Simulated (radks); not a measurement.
The numbers below are computed, except where a source is named.
Ce42+, configuration [Ne] 3s2 3p4.

Code: a radial shooting solver on a logarithmic mesh with Libxc functionals. Model: scalar-relativistic Kohn-Sham, PBEsol, spin-unpolarised, spherical densities, finite nucleus; Fermi nuclear charge, rms radius 4.8771 fm.

Energy parts (eV):
part                      energy
total                 -198263.23
kinetic                212338.00
electron-nucleus      -433317.40
Hartree                 25969.13
exchange-correlation    -3252.96

Orbitals (lengths in bohr, moments of r in powers of bohr; <r^-3> diverges for s and p1/2; r(90%) holds 90 % of the orbital's charge):
orbital  occ.  eigenvalue (eV)      <r>      <r^4>  <r^-3>  r(90%)
1s          2        -42841.15  0.02458  1.775e-06       -  0.0443
2s          2        -8938.736   0.1040  0.0002752       -   0.160
2p          6        -8289.861  0.09110  0.0001984    8151   0.148
3s          2        -3467.268   0.2537   0.007836       -   0.368
3p          4        -3266.227   0.2467   0.007461    2076   0.365

The highest occupied level is 3p at -3266.2 eV. The electron density at the nucleus is 3.981e+05 e/bohr^3 (large components only). The density falls to 0.001 e/bohr^3 at r = 0.73 bohr. Summed over all electrons, <r^2> = 0.5150 bohr^2, which gives a Langevin (diamagnetic) susceptibility term of -0.408 x 10^-6 cm^3/mol. For comparison, the ionisation energy in NIST's Atomic Spectra Database is 3274 eV (theoretical). In exact Kohn-Sham theory the highest level is minus the ionisation energy, but local and semilocal functionals leave it too shallow, through self-interaction and a potential that decays too fast; potentials with the right tail come closer.

Beside tabulated values, note that spin-unpolarised runs miss the spin-polarisation part of the exchange energy of open shells.
